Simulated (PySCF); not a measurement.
# Worked example: the barrier

An elementary step of BH$_{4}$O$_{2}$F, singlet (BH₂O₂F ([OH][B]([OH])[F]) + H₂ → BH₃O₂ ([OH][BH][OH]) + HF; bonds formed: B1–H6, F2–H5; bonds broken: B1–F2, H5–H6). “Start” is the structure reached by relaxing down from the saddle towards the reactants; PBE0-D4/def2-TZVP structures. The saddle:

```
atom    x (Å)    y (Å)    z (Å)
  B1  -0.2003  -0.1410   0.1265
  F2   0.3296   1.3032  -0.6470
  O3  -1.1411  -0.7781  -0.6153
  O4  -0.4325   0.0649   1.4474
  H5   1.0439   0.3914  -0.5186
  H6   1.0938  -0.5500  -0.1501
  H7  -0.9412  -0.8479  -1.5490
  H8   0.2480   0.5575   1.9065
```

Computed with PySCF 2.14 with density fitting (its default auxiliary sets; JK sets also for MP2 and CCSD(T)) (basis: def2-TZVPP and def2-QZVPP); correlated methods freeze the cores.

Energies in eV:

| quantity | saddle | start |
| --- | --- | --- |
| Hartree–Fock, triple zeta (X = 3) | -7519.48601 | -7522.75889 |
| Hartree–Fock, quadruple zeta (X = 4) | -7519.84131 | -7523.12532 |
| MP2 correlation, X = 3 | -23.93059 | -23.18640 |
| MP2 correlation, X = 4 | -25.93672 | -25.18108 |
| CCSD(T) correlation, X = 3 | -25.06697 | -24.36914 |

(1) Work out the barrier at the basis limit: extrapolate Hartree–Fock as E(X) = E∞ + A exp(−7.88 √X) and the MP2 correlation as E(X) = E∞ + B X^−2.97 (the exponents that Neese and Valeev fitted for def2-TZVPP and QZVPP), then add CCSD(T) − MP2 in triple zeta.

The T1 diagnostic stays at or below 0.014.

Results:

(1) Each step is linear, so take the differences first (saddle − start): Hartree–Fock 3.27288 (X = 3) and 3.28401 (X = 4); MP2 correlation -0.74419 and -0.75564; CCSD(T) correlation -0.69783.
Two points give E∞ = E(4) + w [E(4) − E(3)], with w = 1/(exp(7.88 (2 − √3)) − 1) = 0.1377 for Hartree–Fock and w = 1/((4/3)^2.97 − 1) = 0.7407 for the correlation.
Hartree–Fock: 3.28401 + 0.1377 × 0.01113 = 3.2855 eV.
MP2 correlation: -0.75564 + 0.7407 × (-0.01145) = -0.7641 eV.
CCSD(T) − MP2: -0.69783 − (-0.74419) = 0.0464 eV.
Sum: 3.2855 + (-0.7641) + 0.0464 = 2.5678 eV, or 59.21 kcal/mol. Plain CCSD(T) in triple zeta gives 2.5751 eV, so the larger basis shifts the result by -0.0073 eV.

Labels in which every atom is bracketed show which atoms are joined, not bond orders.

For scale, one of the runs: CCSD(T)/def2-TZVPP, 180 basis functions, launched by `OMP_NUM_THREADS=4 python run.py`. Time: 3.2 min of wall clock on 4 CPU threads of an Intel Xeon Platinum 8488C; the host was shared. Peak host memory: 2.1 GiB.
